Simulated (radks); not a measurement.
The numbers below are computed, except where a source is named.
Se2-, 36 electrons, occupied as [Kr].

Code: a radial shooting solver on a logarithmic mesh with Libxc functionals. Model: scalar-relativistic Kohn-Sham, r2SCAN, spin-unpolarised, spherical densities, finite nucleus; meta-GGA in the generalised Kohn-Sham scheme; Fermi nuclear charge, rms radius 4.14 fm; Watson sphere of charge +1.6 and radius 4.24 bohr.

Energy parts (hartree; the electron-nucleus part includes the sphere):
part                       energy
total                 -2443.84740
kinetic                2480.22224
electron-nucleus      -5892.98210
Hartree                1057.55500
exchange-correlation    -88.64254

Orbitals (lengths in bohr, moments of r in powers of bohr; r(90%) holds 90 % of the orbital's charge):
[
 {"orbital": "1s", "occ.": "2", "eigenvalue (hartree)": "-460.5544", "r(90%)": "0.0788", "<1/r>": "34.56"},
 {"orbital": "2s", "occ.": "2", "eigenvalue (hartree)": "-59.32837", "r(90%)": "0.303", "<1/r>": "7.648"},
 {"orbital": "2p", "occ.": "6", "eigenvalue (hartree)": "-52.07814", "r(90%)": "0.279", "<1/r>": "7.475"},
 {"orbital": "3s", "occ.": "2", "eigenvalue (hartree)": "-7.83422", "r(90%)": "0.853", "<1/r>": "2.493"},
 {"orbital": "3p", "occ.": "6", "eigenvalue (hartree)": "-5.53846", "r(90%)": "0.900", "<1/r>": "2.336"},
 {"orbital": "3d", "occ.": "10", "eigenvalue (hartree)": "-1.76680", "r(90%)": "1.04", "<1/r>": "2.030"},
 {"orbital": "4s", "occ.": "2", "eigenvalue (hartree)": "-0.46001", "r(90%)": "2.89", "<1/r>": "0.7043"},
 {"orbital": "4p", "occ.": "6", "eigenvalue (hartree)": "-0.09019", "r(90%)": "4.53", "<1/r>": "0.4930"}
]

The highest occupied level is 4p at -2.454 eV. Summed over all electrons, <r^2> = 72.86 bohr^2, which gives a Langevin (diamagnetic) susceptibility term of -57.7 x 10^-6 cm^3/mol. The electron density at the nucleus is 4.024e+04 e/bohr^3 (large components only).
